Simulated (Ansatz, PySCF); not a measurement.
Cl₃GeH₃Si, SMILES [SiH3][Ge]([Cl])([Cl])[Cl]. Atoms are numbered in the order given.

```xyz
8

Si     0.0000     0.0000     2.3941
Ge     0.0000     0.0000     0.0044
Cl     0.0503    -2.0194    -0.7879
Cl     1.7236     1.0533    -0.7879
Cl    -1.7740     0.9660    -0.7880
H     -1.2097    -0.7394     2.8411
H     -0.0355     1.4174     2.8411
H      1.2453    -0.6779     2.8411
```
Charge 0, spin multiplicity 1.

Geometry optimised at B3LYP-D3(BJ)/def2-SVP.

Two levels are set side by side: PBE-D3(BJ)/def2-SVP (Ansatz, a program for electronic structure) and B3LYP-D3(BJ)/def2-SVP (Ansatz). Each level has its own optimised geometry; the coordinates shown are those of the second. Frequencies come from the Hessian of PySCF at each geometry. Differences are taken from unrounded values.

| quantity | B3LYP-D3(BJ) | PBE-D3(BJ) | PBE-D3(BJ) minus B3LYP-D3(BJ) |
|---|---|---|---|
| mean bond length (Å) | 1.908 | 1.916 | 0.008 |
| bond Si1–Ge2 (Å) | 2.390 | 2.392 | 0.003 |
| bond Ge2–Cl3 (Å) | 2.170 | 2.174 | 0.004 |
| bond Ge2–Cl4 (Å) | 2.170 | 2.174 | 0.004 |
| bond Ge2–Cl5 (Å) | 2.170 | 2.174 | 0.004 |
| bond Si1–H6 (Å) | 1.487 | 1.500 | 0.013 |
| bond Si1–H7 (Å) | 1.487 | 1.500 | 0.013 |
| bond Si1–H8 (Å) | 1.487 | 1.500 | 0.013 |
| highest harmonic wavenumber (cm⁻¹) | 2259 | 2203 | -56 |
| mean harmonic wavenumber (cm⁻¹) | 713 | 690 | -23 |
| zero-point energy (kcal/mol) | 18.34 | 17.75 | -0.59 |

Exact exchange shortens and stiffens bonds; PBE has none. Differences between two approximate levels are no errors against the true value.
